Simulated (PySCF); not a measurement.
CuI: one state, many levels of theory

State: ¹Σ⁺ (singlet), closed shell. Set-up: Cu def2-TZVPP, I def2-TZVPP with ECP28; scalar-relativistic core potentials (PySCF 2.14). De refers to Cu (3d10 4s1) + I in their high-spin ground configurations, without counterpoise correction. A positive dipole means Cu(−)I(+).

| Level | Re (Å) | ωe (cm⁻¹) | De (eV) | μ (D) | CPU s a point (SCF and correlation, without the integrals) |
| --- | --- | --- | --- | --- | --- |
| RHF | 2.485 | 224 | n/a | -6.68 | 1.3 |
| RHF-MP2 | 2.345 | 268 | n/a | n/a | 2.4 |
| RHF-SCS-MP2 | 2.374 | 257 | n/a | n/a | n/a |
| RHF-CCSD | 2.400 | 248 | 2.87 | n/a | n/a |
| RHF-CCSD(T) | 2.389 | 251 | 2.96 | n/a | 170 |
| PBE | 2.370 | 255 | 3.03 | -3.75 | 2.3 |
| TPSS | 2.363 | 257 | 3.05 | -4.04 | 3.3 |
| r²SCAN | 2.351 | 263 | 3.08 | -4.19 | 3.3 |
| TPSSh | 2.366 | 256 | 3.03 | -4.36 | 4.9 |
| PBE0 | 2.375 | 255 | 2.97 | -4.60 | 7 |
| B97-3 | 2.406 | 245 | 2.91 | -4.70 | 3.2 |
| BHandHLYP | 2.407 | 245 | 2.75 | -5.22 | 3.3 |
| CAM-B3LYP | 2.375 | 258 | 2.85 | -4.69 | 8.2 |

Which functional lies closest to RHF-CCSD(T) in De, which farthest, and by how much do they differ from it?

Closest is PBE0 (-1.4 pm in Re, +1.6 % in ωe, +0.01 eV in De against RHF-CCSD(T) in the same basis), farthest BHandHLYP (+1.8 pm in Re, -2.4 % in ωe, -0.21 eV in De). CCSD(T) converges more slowly with the basis than the functionals do and binds too weakly in this one, so the order can change at the basis-set limit.

What does a quarter of exact exchange do here, going from PBE to PBE0?

PBE0 less PBE: +0.5 pm in Re, +0.0 % in ωe, -0.06 eV in De. Exact exchange removes part of the self-interaction that spreads semilocal densities, and in most molecules shortens and stiffens the bond and lowers De; here Re goes the other way.

What does all correlation do here, going from RHF to RHF-CCSD(T)?

RHF-CCSD(T) less RHF: -9.6 pm in Re, +12.1 % in ωe. Correlation nearly always deepens the well. The bond shortens, as in weak, metallic or heavy-atom bonds, where dispersion and the correlation of outer-core electrons pull the atoms together.

Measured (Huber and Herzberg, Constants of Diatomic Molecules (1979)): Re = 2.338324 Å, ωe = 264.5 cm⁻¹.

Correlated steps freeze 9 core orbitals. Spin–orbit coupling is left out, which matters for elements this heavy, above all for dissociation energies. Where the molecule has an RHF reference, its open-shell atoms are computed with UHF.

The whole job (state search and all levels along the bond) took about 17 min on 2 threads of Arm Neoverse V2 (shared host), peak memory 4.5 GiB.
